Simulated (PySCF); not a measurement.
NO (SMILES [N]=O), doublet, geometry from GFN2-xTB; PBE/def2-TZVP (PySCF).

PySCF was given this input:
```python
from pyscf import gto, scf, dft

mol = gto.M(
    atom='''
N    -0.000000   -0.000000   -0.616255
O     0.000000    0.000000    0.539223
''',
    basis='def2-tzvp',
    charge=0,
    spin=1,
    verbose=4,
)

mf = dft.UKS(mol)
mf.xc = 'pbe'
mf.diis = False
mf.damp = 0.3
mf.diis_start_cycle = 200
mf.max_cycle = 150
mf.kernel()
mf.analyze()
```

Problem. Predict the main parts of the log of this PySCF run.

Solution. 
```
PySCF version 2.14.0

[INPUT] verbose = 4
[INPUT] num. atoms = 2
[INPUT] num. electrons = 15
[INPUT] charge = 0
[INPUT] spin (= nelec alpha-beta = 2S) = 1
[INPUT] symmetry False subgroup None
[INPUT] Mole.unit = angstrom
[INPUT] Symbol           X                Y                Z      unit          X                Y                Z       unit  Magmom
[...]
nuclear repulsion = 25.6464630321997
number of shells = 22
number of NR pGTOs = 92
number of NR cGTOs = 62
basis = def2-tzvp
ecp = {}

******** <class 'pyscf.dft.uks.UKS'> ********
method = UKS
initial guess = minao
damping factor = 0.3
level_shift factor = 0
DIIS disabled
SCF conv_tol = 1e-09
SCF conv_tol_grad = None
SCF max_cycles = 150
direct_scf = True
direct_scf_tol = 1e-13
number electrons alpha = 8  beta = 7
XC library pyscf.dft.libxc version 7.1.2
    S. Lehtola, C. Steigemann, M. J. T. Oliveira, and M. A. L. Marques,  SoftwareX 7, 1–5 (2018)
XC functionals = pbe
    J. P. Perdew, K. Burke, and M. Ernzerhof,  Phys. Rev. Lett. 77, 3865 (1996)
    J. P. Perdew, K. Burke, and M. Ernzerhof,  Phys. Rev. Lett. 78, 1396 (1997)
    J. P. Perdew, K. Burke, and M. Ernzerhof,  Phys. Rev. Lett. 77, 3865 (1996)
    J. P. Perdew, K. Burke, and M. Ernzerhof,  Phys. Rev. Lett. 78, 1396 (1997)
radial grids:
    Treutler-Ahlrichs [JCP 102, 346 (1995); DOI:10.1063/1.469408] (M4) radial grids

becke partition: Becke, JCP 88, 2547 (1988); DOI:10.1063/1.454033
pruning grids: <function nwchem_prune>
grids dens level: 3
symmetrized grids: False
atomic radii adjust function: <function treutler_atomic_radii_adjust>
small_rho_cutoff = 0
Set gradient conv threshold to 3.16228e-05
tot grids = 27984
init E= -130.040788387269

cycle= 1 E= -129.768543784051  delta_E= 0.272  |g|= 0.374  |ddm|= 1.04
cycle= 2 E= -129.581706367965  delta_E= 0.187  |g|= 0.809  |ddm|= 0.43
cycle= 3 E= -129.139043287886  delta_E= 0.443  |g|= 1.34  |ddm|= 0.904
cycle= 4 E= -127.682576844797  delta_E= 1.46  |g|= 2.25  |ddm|= 1.48
cycle= 5 E= -126.936249977093  delta_E= 0.746  |g|= 2.67  |ddm|= 2.96
cycle= 6 E= -125.500689051397  delta_E= 1.44  |g|= 3.06  |ddm|= 3.31
cycle= 7 E= -124.451354954586  delta_E= 1.05  |g|= 3.27  |ddm|= 9.57
cycle= 8 E= -122.304757629494  delta_E= 2.15  |g|= 3.63  |ddm|= 10.4
cycle= 9 E= -121.890732803364  delta_E= 0.414  |g|= 3.72  |ddm|= 9.01
cycle= 10 E= -120.56836438984  delta_E= 1.32  |g|= 3.99  |ddm|= 9.19
cycle= 11 E= -120.092564859404  delta_E= 0.476  |g|= 3.88  |ddm|= 8.41
cycle= 12 E= -118.891197867297  delta_E=  1.2  |g|= 4.12  |ddm|= 8.59
cycle= 13 E= -119.559236158079  delta_E= -0.668  |g|=    4  |ddm|= 7.96
cycle= 14 E= -118.814902659013  delta_E= 0.744  |g|= 4.12  |ddm|= 8.02
cycle= 15 E= -119.562940900471  delta_E= -0.748  |g|=    4  |ddm|= 7.99
cycle= 16 E= -118.812632531702  delta_E= 0.75  |g|= 4.12  |ddm|= 7.99
cycle= 17 E= -119.561150384256  delta_E= -0.749  |g|=    4  |ddm|= 7.99
cycle= 18 E= -118.811443247349  delta_E= 0.75  |g|= 4.12  |ddm|= 7.99
cycle= 19 E= -119.560887039052  delta_E= -0.749  |g|=    4  |ddm|= 7.99
cycle= 20 E= -118.811308706199  delta_E= 0.75  |g|= 4.12  |ddm|= 7.99
cycle= 21 E= -119.560862995617  delta_E= -0.75  |g|= 4.01  |ddm|= 7.99
cycle= 22 E= -118.811292710149  delta_E= 0.75  |g|= 4.12  |ddm|= 7.99
cycle= 23 E= -119.560859559391  delta_E= -0.75  |g|= 4.01  |ddm|= 7.99
cycle= 24 E= -118.811289751425  delta_E= 0.75  |g|= 4.12  |ddm|= 7.99
cycle= 25 E= -119.560859139916  delta_E= -0.75  |g|= 4.01  |ddm|= 7.99
cycle= 26 E= -118.811289421131  delta_E= 0.75  |g|= 4.12  |ddm|= 7.99
cycle= 27 E= -119.560859110402  delta_E= -0.75  |g|= 4.01  |ddm|= 7.99
cycle= 28 E= -118.811289369364  delta_E= 0.75  |g|= 4.12  |ddm|= 7.99
cycle= 29 E= -119.560859108062  delta_E= -0.75  |g|= 4.01  |ddm|= 7.99
cycle= 30 E= -118.811289362902  delta_E= 0.75  |g|= 4.12  |ddm|= 7.99
cycle= 31 E= -119.56085910862  delta_E= -0.75  |g|= 4.01  |ddm|= 7.99
cycle= 32 E= -118.811289362609  delta_E= 0.75  |g|= 4.12  |ddm|= 7.99
[...]
cycle= 144 E= -118.811289412218  delta_E= 0.75  |g|= 4.12  |ddm|= 7.99
cycle= 145 E= -119.560859129259  delta_E= -0.75  |g|= 4.01  |ddm|= 7.99
cycle= 146 E= -118.811289413247  delta_E= 0.75  |g|= 4.12  |ddm|= 7.99
cycle= 147 E= -119.560859129676  delta_E= -0.75  |g|= 4.01  |ddm|= 7.99
cycle= 148 E= -118.811289414282  delta_E= 0.75  |g|= 4.12  |ddm|= 7.99
cycle= 149 E= -119.560859130096  delta_E= -0.75  |g|= 4.01  |ddm|= 7.99
cycle= 150 E= -118.811289415322  delta_E= 0.75  |g|= 4.12  |ddm|= 7.99
SCF not converged.
SCF energy = -118.811289415322 after 150 cycles  <S^2> = 0.75254482  2S+1 = 2.0025432
**** SCF Summaries ****
Total Energy =                        -118.811289415321923
Nuclear Repulsion Energy =              25.646463032199666
One-electron Energy =                 -218.043694524561033
Two-electron Energy =                   73.585942077039448
Two-electron Coulomb Energy =           89.049885699547090
DFT Exchange-Correlation Energy =      -15.463943622507644
**** MO energy ****
                             alpha | beta                alpha | beta
[...]
To work with the spin densities directly, `use mulliken_meta_spin()` only printing them here.

 ** Mulliken spin pop alpha/beta on meta-lowdin orthogonal AOs **
 ** Mulliken Spin Density (per AO)  **
spin_pop of  0 N 1s        0.00000
spin_pop of  0 N 2s        0.02382
spin_pop of  0 N 3s        0.03655
spin_pop of  0 N 4s        0.00328
spin_pop of  0 N 5s        0.00013
spin_pop of  0 N 2px      -0.00012
spin_pop of  0 N 2py       0.00063
spin_pop of  0 N 2pz       0.00039
spin_pop of  0 N 3px      -0.00033
spin_pop of  0 N 3py      -0.00108
spin_pop of  0 N 3pz       0.15893
spin_pop of  0 N 4px       0.00014
spin_pop of  0 N 4py       0.00015
spin_pop of  0 N 4pz       0.00960
spin_pop of  0 N 3dxy      0.00000
spin_pop of  0 N 3dyz     -0.00000
spin_pop of  0 N 3dz^2     0.00089
spin_pop of  0 N 3dxz     -0.00001
spin_pop of  0 N 3dx2-y2    0.00000
spin_pop of  0 N 4dxy      0.00000
spin_pop of  0 N 4dyz     -0.00001
spin_pop of  0 N 4dz^2     0.00275
spin_pop of  0 N 4dxz     -0.00001
spin_pop of  0 N 4dx2-y2    0.00000
spin_pop of  0 N 4f-3     -0.00000
spin_pop of  0 N 4f-2     -0.00000
spin_pop of  0 N 4f-1      0.00001
spin_pop of  0 N 4f+0      0.00264
spin_pop of  0 N 4f+1      0.00001
spin_pop of  0 N 4f+2     -0.00000
spin_pop of  0 N 4f+3     -0.00000
spin_pop of  1 O 1s        0.00003
spin_pop of  1 O 2s        0.68500
spin_pop of  1 O 3s        0.04368
spin_pop of  1 O 4s        0.00207
spin_pop of  1 O 5s        0.00026
spin_pop of  1 O 2px       0.00037
spin_pop of  1 O 2py       0.00050
spin_pop of  1 O 2pz       0.01694
spin_pop of  1 O 3px      -0.00005
spin_pop of  1 O 3py      -0.00019
spin_pop of  1 O 3pz       0.00275
spin_pop of  1 O 4px       0.00000
spin_pop of  1 O 4py       0.00000
spin_pop of  1 O 4pz       0.00348
spin_pop of  1 O 3dxy      0.00000
spin_pop of  1 O 3dyz     -0.00000
spin_pop of  1 O 3dz^2     0.00402
spin_pop of  1 O 3dxz     -0.00000
spin_pop of  1 O 3dx2-y2    0.00000
spin_pop of  1 O 4dxy     -0.00000
spin_pop of  1 O 4dyz      0.00000
spin_pop of  1 O 4dz^2     0.00176
spin_pop of  1 O 4dxz      0.00000
spin_pop of  1 O 4dx2-y2   -0.00000
spin_pop of  1 O 4f-3     -0.00000
spin_pop of  1 O 4f-2     -0.00000
spin_pop of  1 O 4f-1     -0.00000
spin_pop of  1 O 4f+0      0.00105
spin_pop of  1 O 4f+1     -0.00000
spin_pop of  1 O 4f+2     -0.00000
spin_pop of  1 O 4f+3     -0.00000
 ** Mulliken Spin Density (per atom)  **
spin density of  0 N =      0.23835
spin density of  1 O =      0.76165
 ** Mulliken pop alpha/beta on meta-lowdin orthogonal AOs **
 ** Mulliken pop       alpha | beta **
In total             8.00000 | 7.00000
 ** Mulliken atomic charges   ( Nelec_alpha | Nelec_beta ) **
charge of  0N =     -4.44362  (     5.84098      5.60264 )
charge of  1O =      4.44362  (     2.15902      1.39736 )
Dipole moment(X, Y, Z, Debye):  0.00000, -0.00000, 35.19376
```

The run did not converge; its last values are not results.
